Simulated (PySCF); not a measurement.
**Dipole response of Fe⁺ (iron, charge +1)**

[Ar] 3d6 4s1, high-spin 6D determinant. Calculation: PySCF 2.14, in aug-cc-pVDZ-DK (7s6p4d2f, 59 functions); the spin-free X2C one-electron Hamiltonian (Gaussian nucleus). Coupled (time-dependent) response in atomic units; α is the mean over directions. A double-zeta set is small for polarisabilities.

```csv
method,mean α (bohr³),"α xx, yy, zz",C₆ (like pair),S(−4)
UHF,34.51,"33.25, 33.25, 37.03",179.6,1109
PBE,24.99,"24.63, 24.63, 25.71",124.7,489.2
PBE0,26.76,"26.23, 26.23, 27.81",133.9,589.7
```

S(−4) is the Cauchy moment in α(ω) = α(0) + S(−4) ω² + …

α(iu) at UHF:

```json
{"u (hartree)": "0", "α(iu) (bohr³)": "34.51"}
{"u (hartree)": "0.0500", "α(iu) (bohr³)": "31.97"}
{"u (hartree)": "0.100", "α(iu) (bohr³)": "26.36"}
{"u (hartree)": "0.200", "α(iu) (bohr³)": "16.27"}
{"u (hartree)": "0.300", "α(iu) (bohr³)": "10.69"}
{"u (hartree)": "0.500", "α(iu) (bohr³)": "5.950"}
{"u (hartree)": "0.750", "α(iu) (bohr³)": "3.759"}
{"u (hartree)": "1.00", "α(iu) (bohr³)": "2.735"}
{"u (hartree)": "1.50", "α(iu) (bohr³)": "1.740"}
{"u (hartree)": "2.00", "α(iu) (bohr³)": "1.244"}
{"u (hartree)": "3.00", "α(iu) (bohr³)": "0.7481"}
{"u (hartree)": "5.00", "α(iu) (bohr³)": "0.3623"}
```

For an ion, C₆ is the dispersion term alone; charge-induced terms of lower order in 1/R come first.

The components differ because the open shell of this determinant is not spherical; for a pure term their mean is the scalar polarisability.
